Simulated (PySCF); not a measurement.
C4H12N, charge +1.

```xyz
17

C      0.8678     0.8678    -0.8678
N      0.0000     0.0000     0.0000
C     -0.8678     0.8678     0.8678
C     -0.8678    -0.8678    -0.8678
C      0.8678    -0.8678     0.8678
H      0.2265     1.4969    -1.4969
H      1.4969     0.2265    -1.4969
H      1.4969     1.4969    -0.2265
H     -1.4969     0.2265     1.4969
H     -1.4969     1.4969     0.2265
H     -0.2265     1.4969     1.4969
H     -1.4969    -0.2265    -1.4969
H     -0.2265    -1.4969    -1.4969
H     -1.4969    -1.4969    -0.2265
H      1.4969    -1.4969     0.2265
H      1.4969    -0.2265     1.4969
H      0.2265    -1.4969     1.4969
```
Charge +1, spin multiplicity 1.

Geometry optimised at B3LYP-D3(BJ)/def2-SVP.

The numbers are results of KT2/pcSseg-1 (PySCF), not measurements. Non-relativistic, no solvent.

Computed absolute GIAO shielding of each atom: isotropic value and principal components (ppm):
```json
[
 {"atom": "C1", "σ(iso)": "124.6", "σ11": "95.7", "σ22": "95.7", "σ33": "182.6", "span": "86.9"},
 {"atom": "N2", "σ(iso)": "183.3", "σ11": "183.3", "σ22": "183.3", "σ33": "183.3", "span": "0.0"},
 {"atom": "C3", "σ(iso)": "124.6", "σ11": "95.7", "σ22": "95.7", "σ33": "182.6", "span": "86.9"},
 {"atom": "C4", "σ(iso)": "124.6", "σ11": "95.7", "σ22": "95.7", "σ33": "182.6", "span": "86.9"},
 {"atom": "C5", "σ(iso)": "124.6", "σ11": "95.7", "σ22": "95.7", "σ33": "182.6", "span": "86.9"},
 {"atom": "H6", "σ(iso)": "28.1", "σ11": "24.9", "σ22": "25.4", "σ33": "33.9", "span": "9.0"},
 {"atom": "H7", "σ(iso)": "28.1", "σ11": "24.9", "σ22": "25.4", "σ33": "33.9", "span": "9.0"},
 {"atom": "H8", "σ(iso)": "28.1", "σ11": "24.9", "σ22": "25.4", "σ33": "33.9", "span": "9.0"},
 {"atom": "H9", "σ(iso)": "28.1", "σ11": "24.9", "σ22": "25.4", "σ33": "33.9", "span": "9.0"},
 {"atom": "H10", "σ(iso)": "28.1", "σ11": "24.9", "σ22": "25.4", "σ33": "33.9", "span": "9.0"},
 {"atom": "H11", "σ(iso)": "28.1", "σ11": "24.9", "σ22": "25.4", "σ33": "33.9", "span": "9.0"},
 {"atom": "H12", "σ(iso)": "28.1", "σ11": "24.9", "σ22": "25.4", "σ33": "33.9", "span": "9.0"},
 {"atom": "H13", "σ(iso)": "28.1", "σ11": "24.9", "σ22": "25.4", "σ33": "33.9", "span": "9.0"},
 {"atom": "H14", "σ(iso)": "28.1", "σ11": "24.9", "σ22": "25.4", "σ33": "33.9", "span": "9.0"},
 {"atom": "H15", "σ(iso)": "28.1", "σ11": "24.9", "σ22": "25.4", "σ33": "33.9", "span": "9.0"},
 {"atom": "H16", "σ(iso)": "28.1", "σ11": "24.9", "σ22": "25.4", "σ33": "33.9", "span": "9.0"},
 {"atom": "H17", "σ(iso)": "28.1", "σ11": "24.9", "σ22": "25.4", "σ33": "33.9", "span": "9.0"}
]
```
